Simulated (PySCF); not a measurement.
Choosing a molecule for a target property.

All species are isolated and taken at one optimised geometry, non-relativistic unless stated. Electronic properties by PySCF.

The conformers computed, where there is a choice (atom-mapped SMILES and torsion angles):
- `[SiH3:1]/[CH:2]=[CH:3]/[SiH2:4][PH2:5]`: C2–C3–Si4–P5 1°, H–P5–Si4–C3 -76°, H–P5–Si4–C3 -169°
- `[CH:1]#[C:2][C@H:3]([NH2:4])[CH2:5][CH2:6][NH2:7]`: C2–C3–C5–C6 -166°, C3–C5–C6–N7 67°, H–N4–C3–C2 62°, H–N4–C3–C2 -57°, H–N7–C6–C5 65°, H–N7–C6–C5 -175°
- `[H]/[N:1]=[CH:2]\[C@H:3]1[CH2:4][CH:5]=[CH:6][S:7]1`: N1–C2–C3–C4 -121°
- `[N:1]#[C:2][CH2:3][CH:4]([C:5]#[N:6])[C:7]#[N:8]`: C2–C3–C4–C5 173°

(1) Wanted: dipole moment below 2 D (PBE0/def2-SVPD) and smallest rotational constant below 1.2 GHz (GFN2-xTB), at GFN2-xTB geometries. Which candidate meets both?
A. `[H]/N=C\[C@H]1CC=CS1`
B. `N#CCC(C#N)C#N`
C. `[SiH3]/C=C/[SiH2]P`
D. `NCC[C@@H](N)C#C`

(2) Wanted: HOMO–LUMO gap between 5.8 eV and 7 eV (PBE0/def2-SVPD) and HOMO energy below -6.6 eV (PBE0/def2-SVPD), at GFN2-xTB geometries. Which candidate meets both?
A. `C#C[C@H](N)CCN`
B. `N#CCC(C#N)C#N`
C. `[H]/N=C\[C@H]1CC=CS1`
D. `c1c(nccn1)C#N`
E. `[SiH3]/C=C/[SiH2]P`

(3) Wanted: static isotropic polarisability between 75 au and 80 au (PBE0/def2-SVPD) and electronic spatial extent ⟨r²⟩ about the centre of nuclear charge below 980 bohr² (PBE0/def2-SVPD), at GFN2-xTB geometries. Which candidate meets both?
A. `[H]/N=C\[C@H]1CC=CS1`
B. `[SiH3]/C=C/[SiH2]P`
C. `c1c(nccn1)C#N`
D. `C#C[C@H](N)CCN`
E. `N#CCC(C#N)C#N`

(4) Wanted: lowest triplet excitation (Tamm–Dancoff) between 3.4 eV and 5 eV (TDA PBE0/def2-SVPD) and lowest singlet excitation below 5.2 eV (TDDFT PBE0/def2-SVPD), at GFN2-xTB geometries. Which candidate meets both?
A. `c1c(nccn1)C#N`
B. `N#CCC(C#N)C#N`
C. `C#C[C@H](N)CCN`
D. `[SiH3]/C=C/[SiH2]P`
E. `[H]/N=C\[C@H]1CC=CS1`

Results:

(1) C. Computed values:
```csv
species,dipole moment,smallest rotational constant
[SiH3]/C=C/[SiH2]P,0.72 D,0.798 GHz
NCC[C@@H](N)C#C,0.99 D,1.303 GHz
[H]/N=C\[C@H]1CC=CS1,2.89 D,1.619 GHz
N#CCC(C#N)C#N,3.06 D,1.080 GHz
```

(2) E. Computed values:
```csv
species,HOMO–LUMO gap,HOMO energy
c1c(nccn1)C#N,5.49 eV,-8.09 eV
[H]/N=C\[C@H]1CC=CS1,6.05 eV,-6.27 eV
[SiH3]/C=C/[SiH2]P,6.55 eV,-7.46 eV
C#C[C@H](N)CCN,7.50 eV,-6.83 eV
N#CCC(C#N)C#N,9.27 eV,-10.36 eV
```

(3) D. Computed values:
```csv
species,static isotropic polarisability,electronic spatial extent ⟨r²⟩ about the centre of nuclear charge
N#CCC(C#N)C#N,65.7 au,991 bohr²
c1c(nccn1)C#N,73.5 au,845 bohr²
C#C[C@H](N)CCN,77.4 au,962 bohr²
[H]/N=C\[C@H]1CC=CS1,81.0 au,814 bohr²
[SiH3]/C=C/[SiH2]P,108.5 au,1411 bohr²
```

(4) E. Computed values:
```
             species  lowest triplet excitation (Tamm–Dancoff)  lowest singlet excitation
       c1c(nccn1)C#N                                   3.18 eV                    3.82 eV
[H]/N=C\[C@H]1CC=CS1                                   3.68 eV                    4.90 eV
  [SiH3]/C=C/[SiH2]P                                   4.13 eV                    5.48 eV
      C#C[C@H](N)CCN                                   5.37 eV                    6.24 eV
       N#CCC(C#N)C#N                                   6.30 eV                    7.53 eV
```
